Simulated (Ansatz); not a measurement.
`C/C=[CH]/[AlH2]` and `C/C=C\BN` differ in one atom or group (the configuration at the double bond changes too).

Ansatz, PBE0-D4/def2-TZVP geometries, multiplicity 1. Each molecule was computed in one conformer, which needn't be the lowest.

```tsv
property	`C/C=[CH]/[AlH2]`
size of the dipole moment (B3LYP/def2-TZVPP) / D	1.55
HOMO–LUMO gap (B3LYP/def2-TZVPP) / eV	5.75
zero-point energy (PBE0-D4/def2-TZVP) / kJ/mol	218.0
HOMO energy (PBE0/def2-TZVPP) / eV	-7.66
size of the dipole moment (PBE/def2-TZVPP) / D	1.65
ideal-gas entropy at 298 K and 1 bar (rigid rotor, harmonic PBE0-D4/def2-TZVP) / J/(mol·K)	322
```

(1) What does the change do to each property? (Best estimate.)

Results:

(1) The calculation gave: 
```json
{"property": "size of the dipole moment (B3LYP/def2-TZVPP) / D", "`C/C=C\\BN`": "0.98", "shift": "-0.57"}
{"property": "HOMO–LUMO gap (B3LYP/def2-TZVPP) / eV", "`C/C=C\\BN`": "6.13", "shift": "0.38"}
{"property": "zero-point energy (PBE0-D4/def2-TZVP) / kJ/mol", "`C/C=C\\BN`": "292.4", "shift": "74.4"}
{"property": "HOMO energy (PBE0/def2-TZVPP) / eV", "`C/C=C\\BN`": "-7.08", "shift": "0.58"}
{"property": "size of the dipole moment (PBE/def2-TZVPP) / D", "`C/C=C\\BN`": "1.07", "shift": "-0.58"}
{"property": "ideal-gas entropy at 298 K and 1 bar (rigid rotor, harmonic PBE0-D4/def2-TZVP) / J/(mol·K)", "`C/C=C\\BN`": "325", "shift": "3"}
```

With PBE0 the HOMO rises by 0.58 eV and the LUMO rises by 0.95 eV, so the gap widens by about 0.37 eV. PBE moves the HOMO by 0.63 eV and ωB97M-V by 0.59 eV. The zero-point energy changes by 74.4 kJ/mol with +6 modes. Dipoles are sizes alone; their direction can turn.

B3LYP here is the variant with VWN-RPA as its local correlation; programs differ in this.
